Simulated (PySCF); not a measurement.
NMR data simulated for an unnamed compound:

¹H NMR (400 MHz, computed): δ 9.05 (m, 1H), 7.98 (m, 1H), 7.86 (m, 1H), 2.91 (m, 3H), 2.76 (q, 2H), 1.24 (t, 3H).

¹³C{¹H} NMR (computed): δ 180.9 (C), 166.0 (CH), 152.5 (C), 140.0 (CH), 136.4 (CH), 37.5 (CH2), 27.7 (CH3), 22.4 (CH3).

[PySCF 2.14.0 with density-fitted response routines: coordinates at the GFN2-xTB level; shieldings: GIAO PBE0/pcSseg-1; relativity neglected; fast rotation and ring inversion assumed for equivalent nuclei; isolated molecule; single conformer]

Chemical shifts δ = σref − σ; ¹H and ¹³C vs TMS, all at this level.

Question: Which of these does the molecule contain: a carboxylic acid, a tert-butyl group, a C≡C triple bond, a CH3CH2 unit?

Answer: 
- A carboxylic acid: no.
- A tert-butyl group: no.
- A C≡C triple bond: no.
- A CH3CH2 unit: yes (δC 22.4, 37.5; δH 1.24 (t), 2.76 (q)).

The data belong to `C1=CP=C(C)C=C1CC`, C$_{8}$H$_{11}$P; they needn't prove each group on their own.

Carbon signals by region: 2 in the far downfield region (above 160 ppm), 3 in the sp2 and nitrile region (100–160 ppm), 3 below 50 ppm. Above 160 ppm: 180.9, substituted aromatic carbon, 166.0, aromatic CH.

Splittings by ³¹P in the carbon and heteronuclear signals aren't shown, as no couplings were computed. Shifts are as computed. Against solution values, carbons near 30 ppm lie about +3 ppm off and those near 130 ppm about +5 ppm. Of 1211 compounds with measured shifts, 218 miss one by over three times the rms of a fit or turn the order of signals round; such compounds aren't used in these exercises. No couplings were computed; multiplicities are counted from neighbouring protons, with m where these are inequivalent, close in shift, in a saturated or five-membered ring or joined by F or P, and br s for small geminal =CH2 splittings.
